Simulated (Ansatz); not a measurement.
Consider the formal loss of a carbene: `C[O][SnH]([NH2])[F]` → `[CH2]` (triplet) + `[NH2][SnH]([OH])[F]`.

Isolated molecules relaxed with PBE0-D4/def2-TZVP in Ansatz; ΔE leaves out vibrations. CCSD(T)/CBS adds triple-zeta CCSD(T) − MP2 to the extrapolated MP2 energy (def2 sets, frozen cores). This one scheme is used for every species. DFT in def2-TZVPP. Triplets are unrestricted, without spin–orbit coupling. Elements past krypton have def2 core potentials. For Sn outer-core shells are correlated without core-valence functions, which leaves a few kJ/mol of doubt a bond. Each species was taken in one conformer, which may not be the lowest.

CCSD(T)/CBS gives +89.4 kcal/mol.

**Question.** Another level gave +88.9 kcal/mol. Which?
A. LDA (SPW92)/def2-TZVPP
B. CCSD/def2-TZVPP
C. SCS-MP2/def2-TZVPP
D. PBE0-D4/def2-TZVPP

**Answer.** D. PBE0-D4 88.9, SCS-MP2/def2-TZVPP 90.1, LDA (SPW92) 106.6, CCSD/def2-TZVPP 84.4 kcal/mol.

Largest T1 diagnostic among the species: 0.014.

From PBE to PBE0 (25 % exact exchange), in def2-TZVPP and without D4, ΔE moves by −2.5 kcal/mol. At CCSD(T), def2-SVP lies −0.9 kcal/mol from the extrapolated value and def2-TZVPP −2.3 kcal/mol. In def2-TZVPP, CCSD(T) changes the Hartree–Fock value by +31.0 kcal/mol (the triples alone add +2.7 kcal/mol) and MP2 by +32.8 kcal/mol.
